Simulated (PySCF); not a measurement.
**`C1[Si@@H](C#C)[C@@H]1CCS`, C6H10SSi**

Cartesian coordinates in Å; atom numbers follow the order of the lines, from 1:
```xyz
18

C    -4.055    1.643    0.321
C    -3.181    0.945   -0.120
Si   -1.859   -0.117   -0.824
C    -0.770   -1.069    0.382
C    -0.106    0.199   -0.181
C     1.117    0.015   -1.047
C     2.327   -0.337   -0.192
S     3.814   -0.695   -1.193
H    -4.815    2.255    0.715
H    -2.065   -0.606   -2.175
H    -0.982   -1.068    1.443
H    -0.326   -2.004    0.069
H     0.033    0.988    0.553
H     0.949   -0.785   -1.772
H     1.323    0.934   -1.604
H     2.572    0.467    0.503
H     2.147   -1.251    0.374
H     3.868    0.493   -1.793
```

Computed, not measured: TDDFT CAM-B3LYP/def2-SVPD circular dichroism and optical rotation, one conformer, gas phase (PySCF 2.14.0). Geometry: GFN2-xTB.

The molecule is flexible and this is one conformer; a measurement averages over conformers.

Question: What are the CIP labels of the stereocentres?

Answer: Si3 R, C5 R.

Question: Which excitations and rotatory strengths does the calculation give?

Answer: Rotatory strengths R in 10⁻⁴⁰ esu² cm², velocity form and length form (origin at the centre of mass); f in length form.
```csv
state,E (eV),λ (nm),f,R (velocity),R (length),main
1,5.48,226,0.004,-4.9,-6.4,"HOMO→LUMO+1 0.39, HOMO−1→LUMO+2 0.26"
2,5.52,225,0.004,-12.3,-11.8,"HOMO−1→LUMO+1 0.28, HOMO→LUMO+2 0.26"
3,5.68,218,0.299,+18.7,+16.9,"HOMO→LUMO 0.61, HOMO−1→LUMO 0.19"
4,6.14,202,0.014,-5.2,-4.6,"HOMO−2→LUMO 0.35, HOMO−4→LUMO 0.10"
5,6.17,201,0.022,+7.0,+7.0,"HOMO−2→LUMO 0.20, HOMO→LUMO+3 0.17"
6,6.47,192,0.004,+15.6,+15.3,"HOMO→LUMO+7 0.21, HOMO→LUMO+2 0.18"
7,6.61,188,0.116,-7.1,-7.6,"HOMO−3→LUMO 0.22, HOMO→LUMO 0.15"
8,6.72,185,0.006,+21.9,+21.0,"HOMO→LUMO+4 0.31, HOMO→LUMO+3 0.20"
```

Among the states computed, the strongest CD band (largest |R|) is state 8. The largest dissymmetry factor in size, g = 4R/(D+G), with D and G the electric and magnetic dipole strengths, is +0.032 for state 6 (velocity form, f = 0.005), among bands with |R| over 0.5. The mirror image has the same energies and oscillator strengths and all R with the opposite sign.
